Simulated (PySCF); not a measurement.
Ga (gallium, neutral) across methods

[Ar] 3d10 4s2 4p1, 2P determinant. Computed with PySCF 2.14 in ANO-RCC-VTZP (6s5p3d1f, 43 functions), with the spin-free X2C one-electron Hamiltonian (Gaussian nucleus).

```tsv
method	E (hartree)	mean ε 4s α (eV)	mean ε 4s β (eV)	mean ε 4p α (eV)	Σ⟨r²⟩ (bohr²)	⟨S²⟩
PBEsol	-1942.060	-9.089	-8.484	-2.854	38.81	0.752
wB97X-V	-1943.660	-12.517	-11.606	-5.600	38.79	0.753
r2SCAN	-1943.806	-9.332	-8.691	-3.147	38.61	0.755
PBE0	-1943.576	-10.130	-9.302	-3.732	38.86	0.753
B97-3	-1943.654	-10.037	-9.235	-3.608	39.02	0.753
LDA	-1940.687	-9.288	-8.753	-2.857	38.62	0.751
PBE	-1943.566	-9.052	-8.461	-2.877	38.91	0.752
r2SCAN0	-1943.765	-10.343	-9.497	-3.916	38.67	0.756
```

Estimate the same row for UHF.

E (hartree) = -1942.17623; mean ε 4s α (eV) = -12.608; mean ε 4s β (eV) = -10.911; mean ε 4p α (eV) = -5.806; Σ⟨r²⟩ (bohr²) = 39.66; ⟨S²⟩ = 0.761.
